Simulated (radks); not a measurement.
Species: the iodine ion I+. Configuration: [Kr] 4d10 5s2 5p4.

Method: scalar-relativistic Kohn-Sham, PW91, spin-polarised, spherical densities, finite nucleus; open shells are filled with parallel spins first (spin-orbit coupling, left out, can overturn this in heavy ions); Fermi nuclear charge, rms radius 4.75 fm; computed with a radial shooting solver on a logarithmic mesh with Libxc functionals.

Energy parts (Ry):
part                        energy
total                 -14233.53597
kinetic                14939.23738
electron-nucleus      -34401.58464
Hartree                 5592.29252
exchange-correlation    -363.48122

Orbitals (lengths in bohr, moments of r in powers of bohr; r(max) is where P^2 peaks; r(90%) holds 90 % of the orbital's charge):
| orbital | occ. | eigenvalue (Ry) | <r^2> | r(90%) | r(max) |
|---|---|---|---|---|---|
| 1s up | 1 | -2425.151 | 0.001005 | 0.0490 | 0.01754 |
| 1s down | 1 | -2425.146 | 0.001005 | 0.0490 | 0.01754 |
| 2s up | 1 | -375.3014 | 0.01619 | 0.181 | 0.09912 |
| 2s down | 1 | -375.2991 | 0.01619 | 0.181 | 0.09912 |
| 2p up | 3 | -336.9611 | 0.01282 | 0.167 | 0.07947 |
| 2p down | 3 | -336.9569 | 0.01282 | 0.167 | 0.07947 |
| 3s up | 1 | -76.30646 | 0.1128 | 0.461 | 0.2856 |
| 3s down | 1 | -76.30206 | 0.1128 | 0.461 | 0.2856 |
| 3p up | 3 | -63.87995 | 0.1130 | 0.468 | 0.2794 |
| 3p down | 3 | -63.87495 | 0.1130 | 0.468 | 0.2794 |
| 3d up | 5 | -45.25654 | 0.09858 | 0.453 | 0.2317 |
| 3d down | 5 | -45.25178 | 0.09857 | 0.453 | 0.2317 |
| 4s up | 1 | -13.97721 | 0.6184 | 1.07 | 0.6804 |
| 4s down | 1 | -13.96668 | 0.6182 | 1.07 | 0.6805 |
| 4p up | 3 | -10.08169 | 0.7149 | 1.16 | 0.7148 |
| 4p down | 3 | -10.07065 | 0.7139 | 1.16 | 0.7149 |
| 4d up | 5 | -4.40338 | 0.9957 | 1.41 | 0.7779 |
| 4d down | 5 | -4.38575 | 0.9873 | 1.40 | 0.7778 |
| 5s up | 1 | -1.97856 | 4.164 | 2.79 | 1.695 |
| 5s down | 1 | -1.87643 | 4.148 | 2.79 | 1.681 |
| 5p up | 3 | -1.17725 | 6.077 | 3.41 | 1.981 |
| 5p down | 1 | -1.07119 | 6.243 | 3.47 | 1.974 |

The highest occupied level is 5p down at -14.574 eV. The spin density at the nucleus is -1.790 e/bohr^3 (1s -0.294, 2s 0.082, 3s 0.054, 4s 0.176, 5s -1.808). The electron density at the nucleus is 2.57e+05 e/bohr^3 (large components only).
